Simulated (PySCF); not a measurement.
PySCF input file for Cl2FH3OSi2, SMILES [Si](Cl)(Cl)(O[SiH3])F, B3LYP/pcSseg-1. Coordinates come from a PBE-D3(BJ)/def2-SVP optimisation. This is a generated structure with no PubChem entry under its InChIKey; it may be hypothetical. The values are those of a single conformer.

```python
import numpy as np
from pyscf import gto, scf, dft
from pyscf.prop.nmr import rks as nmr

mol = gto.M(
    atom='''
    F     1.47471566   -0.59056960    1.37770016
    Si    0.50399286    0.08015942    0.26968806
    Cl    0.90030945   -0.80591740   -1.54185601
    Cl    0.92094135    2.08019088    0.19293046
    O    -1.05455053   -0.16465691    0.69749557
    Si   -2.44994114   -0.91360608    0.09743954
    H    -2.21641203   -2.39039141   -0.03358325
    H    -2.79835747   -0.33014230   -1.24105839
    H    -3.53925509   -0.64148024    1.08732360
    ''',
    basis='pcSseg-1',
    charge=0,
    spin=0,
    max_memory=1600,
    verbose=3,
)
mf = dft.RKS(mol, xc='b3lyp')
mf.grids.level = 3
mf.conv_tol = 1e-10
mf.max_cycle = 100
mf.kernel()
n = nmr.NMR(mf)
n.verbose = 2
n.max_cycle_cphf = 60
sigma = n.kernel()
print('atom   isotropic/ppm   span/ppm')
for i, s in enumerate(sigma):
    w = np.linalg.eigvalsh((s + s.T) / 2)
    print(f'{mol.atom_symbol(i):2s}{i + 1:3d} {w.mean():14.3f} {w[2] - w[0]:11.3f}')
```

Output:

```
converged SCF energy = -1676.51018147611
atom   isotropic/ppm   span/ppm
F   1        270.653     136.805
Si  2        380.991      29.609
Cl  3        833.014     319.059
Cl  4        830.909     319.989
O   5        252.608      97.893
Si  6        371.944     107.001
H   7         26.257       8.376
H   8         26.282       8.112
H   9         26.377       8.723
```

The run converged.
